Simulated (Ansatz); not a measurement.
Reaction (substitution at a C–S bond): `[SiH3]NCS` + H–F → `FCN[SiH3]` + H₂S

Computed with Ansatz on PBE0-D4/def2-TZVP structures; ΔE is electronic, products minus reactants. CCSD(T)/CBS is the MP2 limit (def2-TZVPP, def2-QZVPP) plus CCSD(T) − MP2 in def2-TZVPP, frozen cores. This one scheme is used for every species. Functionals use def2-TZVPP. B3LYP here is the variant with VWN-RPA as its local correlation; programs differ in this. One conformer a species, not always the lowest.

```tsv
level	ΔE (kcal/mol)
PBE0-D4	0.0
B3LYP-D4	-1.4
B3LYP	-3.7
MP2/def2-TZVPP	2.2
```

(1) What does CCSD(T)/CBS give? (An estimate is asked.)

Largest T1 diagnostic among the species: 0.011.

## Answers

(1) The calculation gave: +1.4 kcal/mol. The listed levels differ from it by -1.4, -2.8, -5.1, 0.8 kcal/mol.

The D4 term adds +2.3 kcal/mol with B3LYP and +1.2 kcal/mol with PBE0; it sums over pairs of atoms, weighted by their polarisabilities, and B3LYP, whose exchange is more repulsive, gets the larger term. In def2-TZVPP, CCSD(T) changes the Hartree–Fock value by +5.1 kcal/mol (the triples alone add +0.7 kcal/mol) and MP2 by +7.6 kcal/mol.
